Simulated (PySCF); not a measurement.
## `Cc1pcc(Br)s1`, C4H4BrPS

Geometry:
```
atom   x (Å)   y (Å)   z (Å)
  C1  -2.112  -0.069   0.148
  C2  -0.626  -0.114   0.031
  P3   0.287  -1.546  -0.215
  C4   1.834  -0.693  -0.225
  C5   1.790   0.647  -0.056
 Br6   3.304   1.785  -0.030
  S7   0.241   1.379   0.151
  H8  -2.519  -1.072   0.046
  H9  -2.415   0.336   1.114
 H10  -2.545   0.565  -0.627
 H11   2.767  -1.216  -0.361
```

Computed with PySCF 2.14.0, quadratic response PBE0/aug-cc-pVDZ first hyperpolarisability, Taylor convention, gas phase. Geometry: GFN2-xTB.

The calculation is non-relativistic, which matters for the atoms heavier than Zn.

(1) Give β for the processes computed.

(2) Which lowest excitations, dipole and polarisabilities go with it?

Answers

(1) In au, Taylor convention; the vector part is βᵢ = ⅓ Σⱼ (βᵢⱼⱼ + βⱼᵢⱼ + βⱼⱼᵢ); β∥ is 3/5 of the vector part along the dipole, the dipole points from − to +:
```csv
process,λ (nm),β vector norm,β∥,β HRS,depolarisation ratio
"static β(0;0,0)",∞,246.8,10.4,98.3,5.77
"second harmonic β(−2ω;ω,ω)",1064,315.0,0.6,125.4,5.45
"Pockels β(−ω;ω,0)",1064,266.6,8.2,–,–
```

(2) S1 4.48 eV (f = 0.106); S2 4.92 eV (f = 0.000); S3 5.02 eV (f = 0.029); dipole 1.33 D; isotropic α 114.2 au static, 115.8 au at 1064 nm, 121.4 au at 532 nm.
